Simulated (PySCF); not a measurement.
I3Sb (SMILES [I][Sb]([I])[I]), singlet, geometry from GFN2-xTB (core potentials on I, Sb). Base run: PySCF with DF-CAMB3LYP/def2-SVP.

Input for PySCF:
```python
from pyscf import gto, scf, dft

mol = gto.Mole()
mol.atom = '''
    Sb    0.01294198    0.00090519    1.01247550
    I    -1.86865509   -1.50372426   -0.29957913
    I    -0.37382384    2.36628049   -0.32214675
    I     2.23002532   -0.86342726   -0.35254300
'''
mol.basis = 'def2-svp'
mol.ecp = {'I': 'def2-svp', 'Sb': 'def2-svp'}
mol.verbose = 4
mol.build()

mf = dft.RKS(mol)
mf.xc = 'camb3lyp'
mf = mf.density_fit(auxbasis='def2-universal-jkfit')
mf.kernel()
```

Variants of this job, named by their change:

```json
[
 {"change": "base", "E (Eh)": "-1133.45989", "HOMO (eV)": "-8.61", "HOMO-LUMO gap (eV)": "6.74", "dipole (D)": "2.00", "core-seconds (rough)": "7"},
 {"change": "functional = pw91,pw91", "E (Eh)": "-1133.86240", "HOMO (eV)": "-6.43", "HOMO-LUMO gap (eV)": "2.97", "dipole (D)": "1.72", "core-seconds (rough)": "10"},
 {"change": "functional = wb97x", "E (Eh)": "-1133.64629", "HOMO (eV)": "-9.48", "HOMO-LUMO gap (eV)": "8.52", "dipole (D)": "1.99", "core-seconds (rough)": "8"},
 {"change": "functional = wb97x_v", "E (Eh)": "-1133.40829", "HOMO (eV)": "-9.55", "HOMO-LUMO gap (eV)": "8.56", "dipole (D)": "2.01", "core-seconds (rough)": "200"},
 {"change": "functional = bhandhlyp", "E (Eh)": "-1133.25717", "HOMO (eV)": "-8.34", "HOMO-LUMO gap (eV)": "6.31", "dipole (D)": "2.05", "core-seconds (rough)": "7"},
 {"change": "functional = pbe0; dispersion = d3zero", "E (Eh)": "-1133.52643", "HOMO (eV)": "-7.56", "HOMO-LUMO gap (eV)": "4.73", "dipole (D)": "1.88", "core-seconds (rough)": "7"},
 {"change": "functional = hf", "E (Eh)": "-1129.33096", "HOMO (eV)": "-9.60", "HOMO-LUMO gap (eV)": "9.72", "dipole (D)": "2.17", "core-seconds (rough)": "2"},
 {"change": "functional = pbe0", "E (Eh)": "-1133.52308", "HOMO (eV)": "-7.56", "HOMO-LUMO gap (eV)": "4.73", "dipole (D)": "1.88", "core-seconds (rough)": "7"},
 {"change": "functional = b3lyp", "E (Eh)": "-1133.83571", "HOMO (eV)": "-7.24", "HOMO-LUMO gap (eV)": "4.30", "dipole (D)": "1.90", "core-seconds (rough)": "7"},
 {"change": "functional = pw6b95", "E (Eh)": "-1134.17643", "HOMO (eV)": "-7.55", "HOMO-LUMO gap (eV)": "4.82", "dipole (D)": "1.91", "core-seconds (rough)": "10"},
 {"change": "functional = wb97m_v", "E (Eh)": "-1133.37880", "HOMO (eV)": "-9.43", "HOMO-LUMO gap (eV)": "8.37", "dipole (D)": "1.99", "core-seconds (rough)": "200"},
 {"change": "functional = blyp", "E (Eh)": "-1133.25967", "HOMO (eV)": "-6.14", "HOMO-LUMO gap (eV)": "2.91", "dipole (D)": "1.77", "core-seconds (rough)": "10"},
 {"change": "functional = m06", "E (Eh)": "-1133.72913", "HOMO (eV)": "-7.35", "HOMO-LUMO gap (eV)": "4.74", "dipole (D)": "1.94", "core-seconds (rough)": "10"}
]
```

Absolute energies of different levels of theory aren't comparable as measures of quality.
